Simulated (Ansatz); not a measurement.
```yaml
crystal:
  periodic: [false, false, false]
  atoms:
    - {symbol: C, position_ang: [-0.425050, -1.487478, 0.061773]}
    - {symbol: O, position_ang: [0.619369, -0.636355, 0.396228]}
    - {symbol: Si, position_ang: [0.079512, 1.230731, 0.146699]}
    - {symbol: F, position_ang: [-1.086476, 1.147112, -1.108898]}
    - {symbol: S, position_ang: [1.747502, 2.091772, -0.517079]}
    - {symbol: H, position_ang: [-0.022126, -2.536499, 0.335011]}
    - {symbol: H, position_ang: [-1.022047, -1.469314, 1.199986]}
    - {symbol: H, position_ang: [-1.213858, -1.548613, -0.573699]}
    - {symbol: H, position_ang: [-0.602370, 1.607434, 1.174450]}
    - {symbol: H, position_ang: [2.142988, 1.212943, -1.296850]}
basis:
  gaussian: {orbitals: def2-mTZVPP, nuclear_model: gaussian}
hamiltonian: {xc: {name: B3LYP5}}
accuracy: high
relax: {f_tol: 0.001, max_steps: 2}
output: {forces: true}
```

```sh
$ ansatz run in.yaml --threads 4 --pin off --events-out ev --progress --plain --max-ram 10444MiB
```

It prints (some lines left out):

```
Functional definition: B3LYP5
3227 factors; integrals over basis functions are off by at most 2.3e-9 eV
mean field evaluation 1: about -24585.5002 eV, gradient 6.5e1 eV
mean field evaluation 2: about -24556.8285 eV, gradient 1.4e2 eV
mean field evaluation 4: about -24593.1163 eV, gradient 1.0e1 eV
mean field evaluation 8: about -24593.3659 eV, gradient 9.7e-1 eV
mean field evaluation 16: about -24593.3680 eV, gradient 1.1e-4 eV
mean field -24593.36801873 eV, -903.7896047048 hartree, gradient 4.9e-8 eV, S^2 0.000000; 0 other end points of the search recorded, 0 dependent functions left out
reference -24593.36806095 eV, -903.7896062565 hartree; 29, 29 occupied and 117, 117 virtual orbitals, 3227 factors
relax step   1: F+E_penalty+E_count = -24593.36801873 eV  Δ(F+E_penalty+E_count) = +0.000e0 eV  max|allowed force component| = 9.448e0 eV/Å  Δτ_max = 0.0000 Å  (34 SCF iters, accepted)
3232 factors; integrals over basis functions are off by at most 3.3e-9 eV
mean field evaluation 32: about -24595.9744 eV, gradient 2.7e-8 eV
mean field -24595.97439145 eV, -903.8853871355 hartree, gradient 4.5e-8 eV, S^2 0.000000; 0 other end points of the search recorded, 0 dependent functions left out
reference -24595.97443411 eV, -903.8853887032 hartree; 29, 29 occupied and 117, 117 virtual orbitals, 3232 factors
relax step   2: F+E_penalty+E_count = -24595.97439145 eV  Δ(F+E_penalty+E_count) = -2.606e0 eV  max|allowed force component| = 3.709e0 eV/Å  Δτ_max = 0.1944 Å  (40 SCF iters, accepted)
Error: geometry relaxation did not converge after 2 steps: max|allowed force component| = 3.71e0 eV/Å (threshold 1.0e-3). Raise `relax.max_steps` over both its present limit and 2, loosen `relax.f_tol`, or start from a geometry closer to equilibrium. Where this run's directory can be resumed (`checkpoint.write`), a resume goes on for up to `relax.max_steps` more
```

(1) Something in this input is off. What?

Results:

(1) The relaxation is allowed too few steps for its threshold. The run did not converge.

B3LYP here is the variant with VWN-RPA as its local correlation; programs differ in this.
